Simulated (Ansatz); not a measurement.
Calculated with Ansatz (gas phase, PBE0-D4/def2-TZVP geometries, no zero-point term in ΔE). CBS: MP2 limit from def2 TZ/QZ plus the TZ coupled-cluster correction, frozen cores. This one scheme is used for every species. Functionals use def2-TZVPP. For Br, Ge outer-core shells are correlated without core-valence functions, which leaves a few kJ/mol of doubt a bond. Scalar relativity is left out up to krypton.

Consider the cleavage of the Ge–Al bond: `[AlH2][GeH3]` + HBr → `[GeH3][Br]` + `[AlH3]`.

```csv
level,ΔE (eV)
BLYP-D4,-0.49
BHLYP-D4,-0.60
B2PLYP,-0.55
PBE-QIDH,-0.53
r2SCAN,-0.48
RPA@PBE/def2-TZVPP,-0.49
HF/def2-TZVPP,-0.76
CCSD/CBS(def2),-0.51
```

Task: What does CCSD(T)/CBS give? (Estimate.)

Result: The calculation gave: -0.49 eV. The listed levels differ from it by 0.00, -0.11, -0.06, -0.04, 0.01, 0.00, -0.27, -0.02 eV.

Largest T1 diagnostic among the species: 0.012.

From r2SCAN to r2SCAN0 (25 % exact exchange), in def2-TZVPP and without D4, ΔE moves by −0.03 eV. Leaving LDA and LC-ωPBE aside and taking each functional with its dispersion term where it has one, the values, not all of them listed here, spread over 0.22 eV, from B97M-V to PBE-D4. LDA lies +0.08 eV from PBE without D4.
